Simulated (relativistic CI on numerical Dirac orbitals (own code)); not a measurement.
# Slater and spin-orbit integrals, Tl24+

These numbers are calculated, not measured: Dirac-Coulomb-Breit CI, orbitals from a KLI potential per configuration, model QED (radiative potential, 1s self-energy scaled to tabulated hydrogen-like ionisation energies), unscaled Slater integrals (own radial code, finite nucleus).

Slater integrals F^k, G^k are unscaled and averaged over j, outside the closed core [Ar] 3d10; ζ comes from projecting the Hamiltonian with its Breit term on Σ l·s of the shell.

- 4s²4p⁶4d¹⁰4f¹¹: F^2(4f,4f) = 244340, F^4(4f,4f) = 157950, F^6(4f,4f) = 115070, ζ(4f) = 11485 cm⁻¹; <r>(4f) = 0.421, <r^2>(4f) = 0.2058 (bohr units).
- 4s²4p⁶4d¹⁰4f¹⁰5s: F^2(4f,4f) = 247030, F^4(4f,4f) = 159810, F^6(4f,4f) = 116460, ζ(4f) = 11762, G^3(4f,5s) = 37586 cm⁻¹; <r>(4f) = 0.4172, <r^2>(4f) = 0.202, <r>(5s) = 0.7488, <r^2>(5s) = 0.6244 (bohr units).
- 4s²4p⁶4d¹⁰4f⁹5s²: F^2(4f,4f) = 249910, F^4(4f,4f) = 161800, F^6(4f,4f) = 117960, ζ(4f) = 12042 cm⁻¹; <r>(4f) = 0.4132, <r^2>(4f) = 0.1979 (bohr units).

Averages of the first 10 configurations, taken without configuration mixing, which lowers the lowest level and can move excited configurations by several eV; other configurations of the list can lie among them:

| Configuration | Parity | States | Average energy above the lowest level (eV) |
| --- | --- | --- | --- |
| 4s²4p⁶4d¹⁰4f¹¹ | odd | 364 | 13.6 |
| 4s²4p⁶4d¹⁰4f¹⁰5s | even | 2002 | 89.5 |
| 4s²4p⁶4d¹⁰4f⁹5s² | odd | 2002 | 175.2 |
| 4s²4p⁶4d¹⁰4f¹⁰5p | odd | 6006 | 161.8 |
| 4s²4p⁶4d⁹4f¹² | even | 910 | 290.8 |
| 4s²4p⁶4d⁸4f¹³ | odd | 630 | 570.2 |
| 4s²4p⁶4d¹⁰4f¹⁰5d | even | 10010 | 255.5 |
| 4s²4p⁵4d¹⁰4f¹² | odd | 546 | 549.6 |
| 4s²4p⁶4d¹⁰4f¹⁰6s | even | 2002 | 368.7 |
| 4s²4p⁴4d¹⁰4f¹³ | odd | 210 | 1086.0 |
